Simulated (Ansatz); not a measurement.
`[OH][Ge]([Cl])([Cl])[Cl]` + HCl → germanium tetrachloride + H₂O  (ligand exchange at a Ge–O bond)

Calculated with Ansatz (gas phase, PBE0-D4/def2-TZVP geometries, no zero-point term in ΔE). CBS: MP2 limit from def2 TZ/QZ plus the TZ coupled-cluster correction, frozen cores. This one scheme is used for every species. DFT in def2-TZVPP. For Ge outer-core shells are correlated without core-valence functions, which leaves a few kJ/mol of doubt a bond. Scalar relativity is left out up to krypton. One conformer a species, not always the lowest.

```csv
level,ΔE (kJ/mol)
BHLYP-D4,-30.4
ωB97M-V,-28.5
revPBE,-30.3
BHLYP,-25.8
HF/def2-SVP,-24.6
CCSD/def2-SVP,-18.4
HF/def2-TZVPP,-23.3
HF/CBS(def2),-22.9
```

(1) What does CCSD(T)/CBS give? (Estimate.)

Largest T1 diagnostic among the species: 0.010.

## Answers

(1) Ansatz gave: -29.0 kJ/mol. The listed levels differ from it by -1.4, 0.5, -1.3, 3.2, 4.4, 10.6, 5.7, 6.1 kJ/mol.

Leaving LDA and LC-ωPBE aside and taking each functional with its dispersion term where it has one, the values, not all of them listed here, spread over 9.0 kJ/mol, from HSE06-D4 to CAM-B3LYP-D4. LDA lies +3.5 kJ/mol from PBE without D4. The D4 term adds −3.8 kJ/mol with B3LYP and −2.0 kJ/mol with PBE0; it sums over pairs of atoms, weighted by their polarisabilities, and B3LYP, whose exchange is more repulsive, gets the larger term.

B3LYP here is the variant with VWN-RPA as its local correlation; programs differ in this.
